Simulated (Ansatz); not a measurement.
PbSe2⁻. Charge -1, multiplicity 2. Geometry relaxed at r2SCAN-D4/def2-TZVPD.

```
atom   x (Å)   y (Å)   z (Å)
 Pb1   0.399   0.461  -0.426
 Se2  -2.026   1.114  -0.046
 Se3   1.627  -1.574   0.472
```

In the def2 sets Pb takes a core potential; there is no spin–orbit coupling. The structure comes from a short search, and lower isomers may exist.

**Question.** Estimate the harmonic wavenumbers at UKS r2SCAN-D4/def2-TZVPD (Ansatz, unscaled). Is this a minimum?

**Answer.** 60, 199, 213 cm⁻¹. Yes, no mode is imaginary beyond noise. Zero-point energy 2.8 kJ/mol. Hardware: 4 threads of Arm Neoverse V2 on a shared host. Wall time 61 s.
